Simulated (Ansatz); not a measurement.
The cluster Be₃S₂, relaxed as a singlet with RKS r2SCAN-D4/def2-TZVP in Ansatz, starting from the GFN1-xTB geometry. Force threshold 0.02 eV/Å.

The restricted singlet is unstable towards broken spin symmetry at other levels; at r2SCAN-D4/def2-TZVP this wasn't settled. Another isomer (singlet) lies 1.51 eV lower at PBE0-D4/def2-TZVP; other spin states weren't run for this one.

Start:

| atom | x (Å) | y (Å) | z (Å) |
| --- | --- | --- | --- |
| Be1 | 0.517 | -0.945 | 0.685 |
| Be2 | -0.791 | -0.270 | -0.965 |
| Be3 | 0.274 | 1.216 | 0.280 |
| S4 | 1.213 | -0.049 | -0.981 |
| S5 | -1.212 | 0.047 | 0.981 |

```json
{"step": "1", "energy (eV)": "-22874.9399", "largest force component (eV/Å)": "0.284", "SCF passes": "17"}
{"step": "2", "energy (eV)": "-22874.9470", "largest force component (eV/Å)": "0.161", "SCF passes": "23"}
{"step": "3 (rejected)", "energy (eV)": "-22874.9420", "largest force component (eV/Å)": "0.337", "SCF passes": "22"}
{"step": "4", "energy (eV)": "-22874.9492", "largest force component (eV/Å)": "0.004", "SCF passes": "23"}
```

Force components are those of the run's own axes.

End:

```csv
atom,x (Å),y (Å),z (Å)
Be1,0.5084,-0.9296,0.6739
Be2,-0.7781,-0.2653,-0.9492
Be3,0.2697,1.1951,0.2753
S4,1.2147,-0.0480,-0.9823
S5,-1.2148,0.0478,0.9823
```

By distances, no bond broke or formed. The bond that changes most is Be3–S4, from 2.02 to 2.00 Å (atoms count from 1).

No frequencies were taken in this run, so the end may be a saddle point.

Run time 5.5 s (4 threads of Arm Neoverse V2 on a shared host).
